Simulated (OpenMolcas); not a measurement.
An OpenMolcas run meant for Al2+ (ANO-RCC-VDZP, DKH4; inactive shells 1s 2s 2p; intended active space 1 electron in 8 orbitals (3s 3p 4s 4p)). One step of its input:

```
&CASPT2
Multistate=1 1
Frozen=1 0
IPAE=0.25
Imaginary=0.1
MaxIter=60
WThr=0.0 0.3 0.05
PrWF=0.5
NoMix
```

Lines from the output:

```
|        MOLCAS_PRINT = 2
  |       MOLCAS_SOURCE = <dir>
  |    MOLCAS_STRUCTURE = 0
  |
   --------------------------------------------------------------------------------------
++ ---------   Input file   ---------
>>> COPY JOB001 $Project.JobIph
&CASPT2
Multistate=1 1
Frozen=1 0
IPAE=0.25
Imaginary=0.1
MaxIter=60
WThr=0.0 0.3 0.05
PrWF=0.5
NoMix
-- ----------------------------------
>>> COPY JOB001 a.JobIph
*** symbolic link created: INPORB -> a.RasOrb
--- Start Module: caspt2 at  ---
()()()()()()()()()()()()()()()()()()()()()()()()()()()()()()()()()()()()()()()()()()()()()()()()()()
                                              &CASPT2
                                   only a single process is used
                       available to each process: 2.3 GB of memory, 1 thread
()()()()()()()()()()()()()()()()()()()()()()()()()()()()()()()()()()()()()()()()()()()()()()()()()()
 ###    ERROR: Unrecognized keyword: IPAE                                    ###
--- Stop Module: caspt2 at  /rc=_RC_INPUT_ERROR_ ---
.####################.
.# User input error #.
.####################.
```

Question: What is wrong with the input?

Answer: A keyword is misspelt. OpenMolcas reads the first four letters of a keyword, so the setting is refused or falls back to its default.
